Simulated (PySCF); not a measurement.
A structure optimised at PBE-D3(BJ)/def2-SVP, used in a PySCF frequency run:

```
Al
C 1 1.9731
H 2 1.1092 1 113.94
H 2 1.1124 3 107.59 1 -123.38
H 2 1.1125 3 107.56 4 -113.33
C 1 1.9731 2 120.00 3 0.42
H 6 1.1092 1 113.94 2 -179.72
H 6 1.1125 7 107.59 1 -123.38
H 6 1.1125 7 107.56 8 -113.33
C 1 1.9731 2 120.00 3 -179.61
H 10 1.1092 1 113.94 2 -0.33
H 10 1.1124 11 107.59 1 123.38
H 10 1.1125 11 107.56 12 113.33
```

Q: Write its SMILES and formula.

A: [CH3][Al]([CH3])[CH3], C3H9Al

Q: What are its rotational constants (standard atomic weights)?

A: 4.8974, 4.8973, 2.5668 GHz
